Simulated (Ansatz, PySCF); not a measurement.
Molecule: CaF, charge 0, multiplicity 2. SMILES: [F][Ca]
Geometry from a B3LYP-D3(BJ)/def2-TZVP (Ansatz, a program for electronic structure) optimisation:
```xyz
2

Ca     0.0000     0.0000    -0.6086
F      0.0000     0.0000     1.3525
```
Charge 0, spin multiplicity 2.

Property: atomisation energy, in kcal/mol. Conventions: LANL2DZ with its own core potentials from Na on; frozen cores in correlated levels (noble-gas shells and the d and f shells of earlier blocks; the outer core of K, Ca and congeners matters and is frozen too); UHF or UKS for open shells; non-relativistic; no spin-orbit coupling; atomisation electronic, to ground-state atoms; 6-311+G** with 5d; six Cartesian d functions in 6-31G* and its kin unless marked 5d. First-principles rows: single points at B3LYP-D3(BJ) geometries (Ansatz). A UHF reference is markedly spin-contaminated in at least one set, which strains HF and MP2. The Hartree-Fock reference of Ca atom is unstable towards a lower, spin-broken solution. The spin state of an ion or metal species was assumed, not searched.

```tsv
level	program	atomisation energy (kcal/mol)
HF/LANL2DZ	Ansatz	69.5
HF/6-311+G**	Ansatz	93.1
SVWN5/6-31G*	Ansatz	157.8
SVWN5/6-31G* with LANL2DZ past Ar	Ansatz	104.0
PBE/6-31G* with LANL2DZ past Ar	Ansatz	91.7
BLYP/6-31G* with LANL2DZ past Ar	Ansatz	87.6
BP86/def2-SVP	PySCF	137.3
B3LYP/6-31G	Ansatz	123.8
B3LYP/6-31G*	Ansatz	132.1
B3LYP/6-31G* with LANL2DZ past Ar	Ansatz	86.3
PBE0/6-31G* with LANL2DZ past Ar	Ansatz	88.3
MP2/3-21G	Ansatz	65.1
MP2/LANL2DZ	Ansatz	93.9
MP2/6-311+G**	Ansatz	127.3
wB97X-V/def2-TZVPD	Ansatz	130.5
```

No value to compare with is used here. The 14 habitual levels span 65.1 (MP2/3-21G) to 157.8 kcal/mol (SVWN5/6-31G*); wB97X-V/def2-TZVPD gives 130.5.

The levels are drawn from those run, B3LYP/6-31G* more often than the rest, none by its result; runs whose electronic state is in doubt are left out.
